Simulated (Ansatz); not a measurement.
```yaml
crystal:
  periodic: [false, false, false]
  atoms:
    - {symbol: F, position_ang: [0.110735, -0.318071, 1.729184]}
    - {symbol: Si, position_ang: [0.200762, -0.500218, 0.095874]}
    - {symbol: F, position_ang: [-0.083387, -1.914501, -0.323983]}
    - {symbol: F, position_ang: [1.718811, -0.190686, -0.339055]}
    - {symbol: Se, position_ang: [-1.289654, 0.883433, -0.878898]}
    - {symbol: H, position_ang: [-0.614381, 2.053374, -0.295321]}
basis:
  gaussian: {orbitals: cc-pVTZ-DK}
hamiltonian: {xc: {name: HF}}
correlation: {active_space: {window: {electrons: 3, orbitals: 2}}}
output: {forces: true}
```

```sh
$ ansatz run in.yaml --threads 4 --pin off --events-out ev --progress --plain --max-ram 10444MiB
```

Output, abridged:

```
Functional definition: HF
1124 factors; integrals over basis functions are off by at most 1.0e-3 eV
mean field evaluation 1: about -82097.6372 eV, gradient 4.2e1 eV
mean field evaluation 2: about -82097.8588 eV, gradient 4.3e1 eV
mean field evaluation 4: about -82100.9225 eV, gradient 2.3e0 eV
mean field evaluation 8: about -82100.9644 eV, gradient 2.3e-1 eV
mean field -82100.96468657 eV, -3017.1548021988 hartree, gradient 5.2e-6 eV, S^2 0.000000; 0 other end points of the search recorded, 0 dependent functions left out
reference -82100.96468657 eV, -3017.1548021988 hartree; 38, 38 occupied and 143, 143 virtual orbitals, 1124 factors
Error: 3 electrons in 2 orbitals form no window around the highest filled level of the reference
```

In this input the active space doesn't fit the electrons. The run stopped with an error.
